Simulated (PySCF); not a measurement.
Molecule: `CSc1ccccn1`, C$_{6}$H$_{7}$NS.

Numbering as in the mapped SMILES `[CH3:1][S:2][c:3]1[cH:4][cH:5][cH:6][cH:7][n:8]1`. Hydrogens are named by the atom that carries them.

Geometry PBE0-D3(BJ)/def2-SVP throughout; GIAO in PySCF 2.14.0 with density-fitted response routines, gas phase, one conformer, non-relativistic; equivalent atoms averaged; functional PBE0.

Q: How do the shifts δ (against TMS, CS2 at the same level) depend on the basis set? (a selection of nuclei; ppm; last column core-seconds on shared hosts with different chips, so compare them loosely)

A: 
```csv
basis set,functions,C3,C7,C6,C4,S2,H(C7),H(C5),H(C6),H(C1),core-s
STO-3G,51,133.9,119.8,104.0,103.8,-17.2,8.30,6.97,6.73,1.53,5.1
pcSseg-0,90,174.6,161.3,128.3,131.5,3.8,8.82,7.35,6.88,2.17,8.6
6-31G,90,159.1,143.5,115.5,119.1,-4.7,8.76,7.42,7.01,2.33,11
6-31G*,130,156.6,142.8,112.5,116.6,33.1,8.43,7.24,6.65,2.21,16
cc-pVDZ,151,164.0,148.1,117.7,121.2,26.6,8.42,7.27,6.68,2.20,18
def2-SVP,151,163.2,147.0,115.5,118.8,41.0,8.24,7.22,6.58,2.09,16
pcSseg-1,178,168.2,155.0,122.5,126.5,37.3,8.50,7.45,6.81,2.36,22
aug-cc-pVDZ,251,164.4,149.2,116.4,120.0,37.8,8.73,7.59,7.04,2.43,38
"6-311+G(2d,p)",266,167.8,153.4,120.2,124.5,60.0,8.69,7.51,6.97,2.42,43
def2-TZVP,296,169.9,154.9,121.6,125.9,62.8,8.66,7.52,6.95,2.33,49
```

Q: Which nucleus among those listed moves most, in ppm?

A: S2 (sulfide sulfur): from -17.2 ppm with STO-3G to 62.8 ppm with def2-TZVP. The smallest spread is 0.46 ppm, at H(C6). Proton shifts span only some 12 ppm, so a few tenths of a ppm matter as much there as several ppm in carbon.

Q: Taking the largest basis, def2-TZVP (296 functions), as the yardstick, rank the others by their worst heavy-atom deviation.

A: 6-311+G(2d,p) 2.8 ppm (266 functions), def2-SVP 21.9 ppm (151 functions), aug-cc-pVDZ 25.0 ppm (251 functions), pcSseg-1 25.5 ppm (178 functions), 6-31G* 29.7 ppm (130 functions), cc-pVDZ 36.2 ppm (151 functions), pcSseg-0 59.0 ppm (90 functions), 6-31G 67.5 ppm (90 functions), STO-3G 80.1 ppm (51 functions).

A small basis that lands close on one nucleus may do so by chance; judge by the trend and by all nuclei.
